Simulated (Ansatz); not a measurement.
Relaxation of `Oc1ccc(Oc2ccccc2)cc1` with RKS PBE-D4/def2-SVP.

```sh
$ ansatz run in.yaml --threads 4 --pin off --events-out ev --progress --plain --max-ram 6963MiB
```

```yaml
crystal:
  periodic: [false, false, false]
  atoms:
    - {symbol: O, position_ang: [-4.424480, -1.415570, -1.185290]}
    - {symbol: C, position_ang: [-3.292330, -0.971380, -0.572710]}
    - {symbol: C, position_ang: [-3.021800, -1.412270, 0.719070]}
    - {symbol: C, position_ang: [-1.871540, -1.008080, 1.363440]}
    - {symbol: C, position_ang: [-0.977650, -0.150090, 0.730830]}
    - {symbol: O, position_ang: [0.125840, 0.260290, 1.438280]}
    - {symbol: C, position_ang: [1.310500, 0.453130, 0.778190]}
    - {symbol: C, position_ang: [2.171500, 1.420780, 1.286330]}
    - {symbol: C, position_ang: [3.399210, 1.631890, 0.688790]}
    - {symbol: C, position_ang: [3.776850, 0.887600, -0.416380]}
    - {symbol: C, position_ang: [2.926850, -0.087370, -0.909940]}
    - {symbol: C, position_ang: [1.698400, -0.312270, -0.317090]}
    - {symbol: C, position_ang: [-1.260540, 0.315250, -0.547620]}
    - {symbol: C, position_ang: [-2.408280, -0.099950, -1.195960]}
    - {symbol: H, position_ang: [-4.489270, -1.032520, -2.068430]}
    - {symbol: H, position_ang: [-3.721810, -2.077500, 1.197150]}
    - {symbol: H, position_ang: [-1.650230, -1.349530, 2.361910]}
    - {symbol: H, position_ang: [1.859860, 1.994960, 2.144730]}
    - {symbol: H, position_ang: [4.061530, 2.387870, 1.083300]}
    - {symbol: H, position_ang: [4.730550, 1.064750, -0.889470]}
    - {symbol: H, position_ang: [3.220300, -0.681090, -1.763370]}
    - {symbol: H, position_ang: [1.039120, -1.079740, -0.696690]}
    - {symbol: H, position_ang: [-0.582680, 1.000880, -1.034730]}
    - {symbol: H, position_ang: [-2.619880, 0.259970, -2.194370]}
basis:
  gaussian: {orbitals: def2-SVP}
hamiltonian: {xc: pbe, dispersion: d4}
scf: {lower_state_search: "off"}
output: {orbitals: {seedname: orbitals}}
relax: {f_tol: 0.03, max_steps: 70}
```

Run time 38 s (4 threads of Arm Neoverse V1 on a shared host).

Positions (Å) and forces (eV/Å) at steps 1, 2, 4, 7, 10 of 10:

```xyz
24
step=1 energy=-16668.9375 eV
O    -4.424   -1.416   -1.185   -0.235   -0.365    0.490
C    -3.292   -0.971   -0.573   -0.673   -0.211   -0.497
C    -3.022   -1.412    0.719   -0.206   -0.089   -0.056
C    -1.872   -1.008    1.363    0.227    0.060    0.095
C    -0.978   -0.150    0.731    0.235    0.095    0.254
O     0.126    0.260    1.438    0.048    0.082    0.217
C     1.310    0.453    0.778   -0.273   -0.045    0.296
C     2.171    1.421    1.286   -0.230    0.047    0.182
C     3.399    1.632    0.689    0.130    0.110    0.033
C     3.777    0.888   -0.416    0.322    0.060   -0.146
C     2.927   -0.087   -0.910    0.049   -0.072   -0.141
C     1.698   -0.312   -0.317   -0.245   -0.241   -0.029
C    -1.261    0.315   -0.548    0.172    0.182   -0.002
C    -2.408   -0.100   -1.196   -0.004    0.059   -0.134
H    -4.489   -1.033   -2.068    0.053    0.232   -0.399
H    -3.722   -2.078    1.197   -0.514   -0.497    0.351
H    -1.650   -1.350    2.362    0.184   -0.237    0.713
H     1.860    1.995    2.145   -0.251    0.393    0.602
H     4.062    2.388    1.083    0.455    0.532    0.287
H     4.731    1.065   -0.889    0.679    0.118   -0.325
H     3.220   -0.681   -1.763    0.200   -0.417   -0.578
H     1.039   -1.080   -0.697   -0.395   -0.479   -0.237
H    -0.583    1.001   -1.035    0.415    0.436   -0.313
H    -2.620    0.260   -2.194   -0.142    0.246   -0.665
24
step=2 energy=-16669.1099 eV
O    -4.478   -1.427   -1.171   -0.074   -0.132    0.185
C    -3.336   -0.978   -0.576   -0.228   -0.041   -0.191
C    -3.043   -1.431    0.720   -0.030   -0.039    0.007
C    -1.873   -1.022    1.358    0.060   -0.007    0.034
C    -0.987   -0.143    0.718    0.041    0.006    0.050
O     0.126    0.265    1.422    0.024    0.041    0.058
C     1.325    0.449    0.775   -0.073   -0.005    0.053
C     2.178    1.438    1.287   -0.055    0.041    0.068
C     3.426    1.651    0.697    0.029    0.012    0.001
C     3.829    0.890   -0.406    0.099    0.023   -0.034
C     2.979   -0.103   -0.904    0.029   -0.028   -0.003
C     1.734   -0.336   -0.315   -0.107   -0.070   -0.030
C    -1.294    0.341   -0.561    0.087    0.046   -0.010
C    -2.456   -0.085   -1.206    0.004    0.033   -0.019
H    -4.553   -1.033   -2.056    0.041    0.088   -0.108
H    -3.740   -2.118    1.207   -0.126   -0.126    0.090
H    -1.629   -1.378    2.363    0.057   -0.059    0.172
H     1.843    2.029    2.145   -0.074    0.094    0.140
H     4.087    2.426    1.100    0.112    0.142    0.078
H     4.803    1.067   -0.873    0.171    0.031   -0.077
H     3.290   -0.715   -1.757    0.053   -0.109   -0.144
H     1.076   -1.122   -0.698   -0.115   -0.123   -0.062
H    -0.620    1.046   -1.056    0.116    0.113   -0.083
H    -2.685    0.289   -2.212   -0.044    0.070   -0.173
24
step=4 energy=-16669.1271 eV
O    -4.513   -1.434   -1.145   -0.009   -0.001    0.008
C    -3.361   -0.981   -0.573   -0.006    0.000   -0.028
C    -3.027   -1.466    0.707    0.015    0.004    0.011
C    -1.847   -1.049    1.332   -0.006   -0.010   -0.018
C    -0.993   -0.135    0.691    0.015   -0.003    0.010
O     0.117    0.302    1.387   -0.018   -0.001    0.068
C     1.326    0.468    0.754    0.003    0.017    0.006
C     2.172    1.467    1.267    0.015    0.018   -0.010
C     3.440    1.661    0.701   -0.018   -0.013   -0.001
C     3.867    0.867   -0.376    0.003   -0.015   -0.003
C     3.019   -0.136   -0.874    0.007    0.026    0.001
C     1.751   -0.344   -0.314   -0.018   -0.009    0.011
C    -1.329    0.369   -0.576   -0.036   -0.002   -0.014
C    -2.505   -0.059   -1.206    0.025    0.001    0.016
H    -4.608   -1.016   -2.021    0.000    0.004    0.006
H    -3.709   -2.177    1.195    0.006   -0.014    0.014
H    -1.569   -1.419    2.328   -0.007   -0.017    0.018
H     1.809    2.077    2.106    0.017    0.017    0.007
H     4.098    2.446    1.102   -0.003    0.007    0.008
H     4.859    1.029   -0.825    0.000   -0.008    0.004
H     3.349   -0.772   -1.709    0.004   -0.008   -0.002
H     1.088   -1.135   -0.690   -0.005   -0.027   -0.044
H    -0.669    1.100   -1.061    0.014    0.024   -0.058
H    -2.766    0.336   -2.202    0.001    0.008   -0.011
24
step=7 energy=-16669.1294 eV
O    -4.513   -1.460   -1.134    0.015    0.014   -0.014
C    -3.360   -0.996   -0.574    0.003   -0.010    0.007
C    -2.996   -1.494    0.693   -0.016    0.001   -0.004
C    -1.821   -1.054    1.311    0.017    0.008   -0.011
C    -0.999   -0.106    0.677   -0.003   -0.016    0.006
O     0.100    0.358    1.375   -0.003    0.022   -0.012
C     1.315    0.501    0.747    0.002   -0.017   -0.005
C     2.176    1.489    1.260   -0.008   -0.008   -0.003
C     3.455    1.648    0.711    0.000    0.002    0.003
C     3.881    0.833   -0.351    0.004    0.002   -0.002
C     3.015   -0.150   -0.855   -0.008   -0.002   -0.006
C     1.733   -0.325   -0.313    0.006    0.004    0.012
C    -1.356    0.399   -0.585    0.005    0.011    0.019
C    -2.529   -0.050   -1.207   -0.006   -0.005   -0.005
H    -4.634   -1.021   -1.996   -0.006   -0.010    0.006
H    -3.650   -2.233    1.178    0.005    0.005   -0.003
H    -1.523   -1.435    2.299   -0.002    0.004   -0.001
H     1.820    2.117    2.090    0.005   -0.001    0.003
H     4.124    2.423    1.115    0.001    0.000    0.001
H     4.884    0.963   -0.783   -0.001   -0.001    0.001
H     3.343   -0.801   -1.680   -0.004   -0.001   -0.001
H     1.059   -1.103   -0.701    0.004    0.005    0.001
H    -0.718    1.148   -1.078   -0.008   -0.010    0.007
H    -2.808    0.350   -2.196   -0.001    0.000    0.002
24
step=10 energy=-16669.1309 eV
O    -4.465   -1.541   -1.150    0.006    0.016   -0.015
C    -3.335   -1.027   -0.585   -0.004   -0.006    0.001
C    -2.943   -1.525    0.674   -0.007    0.001    0.002
C    -1.788   -1.038    1.294    0.008   -0.001   -0.008
C    -1.017   -0.042    0.671    0.004   -0.004    0.008
O     0.070    0.467    1.360    0.003    0.001   -0.017
C     1.298    0.550    0.746   -0.013   -0.002    0.014
C     2.195    1.502    1.266    0.005    0.002   -0.006
C     3.482    1.609    0.725   -0.004    0.001   -0.003
C     3.883    0.778   -0.334    0.004   -0.002   -0.001
C     2.982   -0.171   -0.843    0.003    0.004    0.002
C     1.691   -0.294   -0.310    0.001   -0.003    0.005
C    -1.405    0.466   -0.580   -0.002    0.011    0.001
C    -2.556   -0.030   -1.206    0.004   -0.003    0.003
H    -4.610   -1.096   -2.005    0.000   -0.013    0.017
H    -3.559   -2.302    1.150    0.007    0.007   -0.005
H    -1.467   -1.419    2.275   -0.005    0.004   -0.005
H     1.858    2.144    2.093    0.004   -0.003   -0.001
H     4.179    2.357    1.135   -0.003   -0.004    0.000
H     4.894    0.869   -0.760   -0.008   -0.002    0.005
H     3.289   -0.836   -1.666   -0.003    0.005    0.001
H     0.990   -1.045   -0.703    0.004    0.003   -0.003
H    -0.804    1.252   -1.061   -0.005   -0.009    0.001
H    -2.860    0.371   -2.187    0.001   -0.002    0.006
```
